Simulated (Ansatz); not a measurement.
Reaction (redistribution): `B[SiH2]B` + `[OH][Mg][N]([SiH3])[SiH3]` → `B[SiH2]BO` + `[MgH][N]([SiH3])[SiH3]`

Computed with Ansatz on PBE0-D4/def2-TZVP structures; ΔE is electronic, products minus reactants. CCSD(T)/CBS adds triple-zeta CCSD(T) − MP2 to the extrapolated MP2 energy (def2 sets, frozen cores). Functionals use def2-TZVPP. B3LYP here is the variant with VWN-RPA as its local correlation; programs differ in this. For Mg outer-core shells are correlated without core-valence functions, which leaves a few kJ/mol of doubt a bond. One conformer a species, not always the lowest.

`B[SiH2]B`:

Z-matrix (Å, degrees):
```
Si
B 1 2.009
B 1 2.008 2 100.9
H 1 1.491 2 111.5 3 -118.6
H 1 1.491 2 111.7 3 118.8
H 2 1.195 1 120.8 3 87.8
H 2 1.195 1 120.9 3 -88.7
H 3 1.195 1 120.9 2 88.6
H 3 1.195 1 120.8 2 -87.8
```

`[OH][Mg][N]([SiH3])[SiH3]`:

```xyz
12

O    -0.488    3.256   -1.033
Mg   -0.262    1.596   -0.511
N     0.044   -0.207    0.067
Si   -0.145   -0.533    1.735
Si    0.481   -1.349   -1.128
H    -0.840    4.081   -1.335
H    -1.214   -1.530    2.030
H     1.104   -1.014    2.394
H    -0.535    0.754    2.397
H     0.522   -0.626   -2.441
H    -0.493   -2.470   -1.266
H     1.825   -1.957   -0.910
```

`B[SiH2]BO`:

Z-matrix (Å, degrees):
```
Si
B 1 2.046
B 1 1.995 2 104.5
H 1 1.491 2 108.8 3 120.8
H 1 1.496 2 108.9 3 -120.9
O 2 1.349 1 122.6 3 105.7
H 2 1.199 1 121.7 3 -73.5
H 3 1.196 1 121.2 2 -90.9
H 3 1.196 1 120.9 2 83.9
H 6 0.962 2 114.2 1 1.3
```

`[MgH][N]([SiH3])[SiH3]`:

Cartesian coordinates in Å:
```
Mg -1.166 -0.595 1.636
N -0.093 -0.048 0.130
Si 0.821 -1.264 -0.646
Si -0.152 1.606 -0.294
H -2.105 -1.074 2.955
H 0.550 -2.549 0.082
H 2.294 -1.031 -0.601
H 0.451 -1.476 -2.075
H -0.679 1.856 -1.667
H -1.086 2.274 0.672
H 1.164 2.300 -0.193
```

```json
{"level": "B3LYP-D4", "ΔE (kcal/mol)": "-8.0"}
{"level": "ωB97X-V", "ΔE (kcal/mol)": "-7.5"}
{"level": "ωB97M-V", "ΔE (kcal/mol)": "-8.4"}
{"level": "BHLYP", "ΔE (kcal/mol)": "-6.3"}
```

(1) What does CCSD(T)/CBS give? (Estimate.)

Largest T1 diagnostic among the species: 0.016.

Results:

(1) The calculation gave: -4.7 kcal/mol. The listed levels differ from it by -3.3, -2.8, -3.7, -1.6 kcal/mol.

From BLYP to BHLYP (50 % exact exchange), in def2-TZVPP and without D4, ΔE moves by +1.5 kcal/mol. At CCSD(T), def2-SVP lies −4.9 kcal/mol from the extrapolated value and def2-TZVPP −2.3 kcal/mol. Leaving LDA and LC-ωPBE aside and taking each functional with its dispersion term where it has one, the values, not all of them listed here, spread over 6.7 kcal/mol, from B97M-V to B2PLYP. LDA lies −3.8 kcal/mol from PBE without D4.
